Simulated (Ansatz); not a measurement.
`CC[SiH2][GaH2]` + NH₃ → `N[SiH2][GaH2]` + `CC` at 600 K and 1 bar (ligand exchange at the Si–C bond).

Program: Ansatz. Geometries: PBE0-D4/def2-TZVP. ΔE: electronic, gas phase. CBS: MP2 limit from def2 TZ/QZ plus the TZ coupled-cluster correction, frozen cores. This one scheme is used for every species. For Ga outer-core shells are correlated without core-valence functions, which leaves a few kJ/mol of doubt a bond. Scalar relativity is left out up to krypton. One conformer a species, not always the lowest.

```json
{"species": "`CC[SiH2][GaH2]`", "CCSD(T)/CBS energy (Eh)": "-2294.52539", "H − E (kJ/mol)": "321.9", "S (J/(mol·K))": "483.4"}
{"species": "NH₃", "CCSD(T)/CBS energy (Eh)": "-56.50880", "H − E (kJ/mol)": "112.4", "S (J/(mol·K))": "219.5"}
{"species": "`N[SiH2][GaH2]`", "CCSD(T)/CBS energy (Eh)": "-2271.33200", "H − E (kJ/mol)": "204.7", "S (J/(mol·K))": "423.5"}
{"species": "`CC`", "CCSD(T)/CBS energy (Eh)": "-79.71954", "H − E (kJ/mol)": "228.8", "S (J/(mol·K))": "274.9"}
```

H − E and S are ideal-gas, rigid-rotor, harmonic terms from PBE0-D4/def2-TZVP, for one conformer and one mirror image of each species. 1 Eh = 2625.50 kJ/mol, R = 8.31446 J/(mol·K).

Task: By hand: ΔE, ΔH, ΔS and ΔG.

Result: ΔE = (-2271.33200) + (-79.71954) − (-2294.52539) − (-56.50880) = -0.01735 Eh = -45.6 kJ/mol. Δ(H − E) = 204.7 + 228.8 − 321.9 − 112.4 = -0.8, so ΔH = -46.4 kJ/mol. ΔS = 423.5 + 274.9 − 483.4 − 219.5 = -4.5 J/(mol·K). ΔG = -46.4 − 600 × (-4.5)/1000 = -43.7 kJ/mol.

Task: By hand: the equilibrium constant, and the temperature at which ΔG would vanish if ΔH and ΔS stayed fixed.

Result: log₁₀ K = −ΔG/(RT ln 10) = 3.8. ΔG = 0 at ΔH/ΔS = 10311 K, far beyond where these terms or the molecules hold.

The number of gas molecules stays the same, so ΔS is small and ΔH decides. A doubt of 5 kJ/mol in ΔE shifts log₁₀ K by 0.4 here. Other conformers and mirror images would add mixing entropy, several J/(mol·K) or more a flexible species. These are equilibria of isolated gas molecules and say nothing of rates. Largest T1 diagnostic: 0.012 (customary marks: 0.02 for closed shells, 0.045 for open ones).
